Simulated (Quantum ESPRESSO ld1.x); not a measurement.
Problem. The aim is neutral copper in [Ar] 3d10 4s1. What will ld1.x (Quantum ESPRESSO 7.5) do with this input?

```
 &input
    zed=29.0,
    iswitch=1,
    rel=2,
    dft='PBESOL',
    config='[Ar] 3d10 4s1',
    lsmall=.true.,
    xmin=-20.0,
    prefix='ld1',
    max_out_wfc=37,
    file_charge='ld1.rho',
 /
```

Solution. Not converged. The mesh starts very near the nucleus; the cycle ends with warnings and the numbers are not to be used.

Output (excerpt):

```
     Program LD1 v.7.5 starts

 state nlj           1           0  0.50000000000000000       not converged   [594 such lines]
 state nlj           3           2   1.5000000000000000       not converged   [198 such lines]
     Message from routine scf:
     warning: convergence not achieved
     --------------------------- All-electron run ----------------------------

     dirac relativistic calculation

     atomic number is 29.00
     dft =PBESOL   lsd =0 sic =0 latt =0  beta=0.20 tr2=1.0E-14
     Exchange-correlation= PBESOL
                           (   1   4  10   8   0   0   0)
     mesh =3497 r(mesh) =  99.55439 a.u. xmin =-20.00 dx = 0.00800
     1 Ry =  13.60569312 eV, c = 137.03599908

     n l j   nl                  e(Ry)          e(Ha)          e(eV)
     Spin orbit split results
     1 0 0.5 1S 1( 2.00)      -639.0107      -319.5054     -8694.1839
     2 0 0.5 2S 1( 2.00)      -683.6590      -341.8295     -9301.6545
     2 1 0.5 2P 1( 2.00)       -65.4555       -32.7277      -890.5670
     2 1 1.5 2P 1( 4.00)       -94.7199       -47.3600     -1288.7302
     3 0 0.5 3S 1( 2.00)      -104.7621       -52.3811     -1425.3614
     3 1 0.5 3P 1( 2.00)        -5.8689        -2.9345       -79.8509
     3 1 1.5 3P 1( 4.00)       -24.2319       -12.1160      -329.6923
     3 2 1.5 3D 1( 4.00)        -0.8644        -0.4322       -11.7614
     3 2 2.5 3D 1( 6.00)       -19.1138        -9.5569      -260.0571
     4 0 0.5 4S 1( 1.00)       -27.4969       -13.7484      -374.1141
     Averaged results
     1 0     1S 1( 2.00)      -639.0107      -319.5054     -8694.1839
     2 0     2S 1( 2.00)      -683.6590      -341.8295     -9301.6545
     2 1     2P 1( 6.00)       -84.9651       -42.4826     -1156.0091
     3 0     3S 1( 2.00)      -104.7621       -52.3811     -1425.3614
     3 1     3P 1( 6.00)       -18.1109        -9.0555      -246.4118
     3 2     3D 1(10.00)       -11.8141        -5.9070      -160.7388
     4 0     4S 1( 1.00)       -27.4969       -13.7484      -374.1141

     final scf error:  1.2E+00 reached in 201 iterations

     Etot =   -4486.767287 Ry,   -2243.383643 Ha,  -61045.578819 eV

     Ekin =    1688.378935 Ry,     844.189467 Ha,   22971.565662 eV
     Encl =   -6969.685990 Ry,   -3484.842995 Ha,  -94827.408740 eV
     Eh   =     900.439991 Ry,     450.219995 Ha,   12251.110189 eV
     Exc  =    -105.900223 Ry,     -52.950111 Ha,   -1440.845930 eV
```

Run on one thread of a shared host, so times are rough (Intel(R) Xeon(R) Processor @ 2.60GHz): 11 s of CPU time, 11 s wall, 201 iterations on 3497 mesh points.
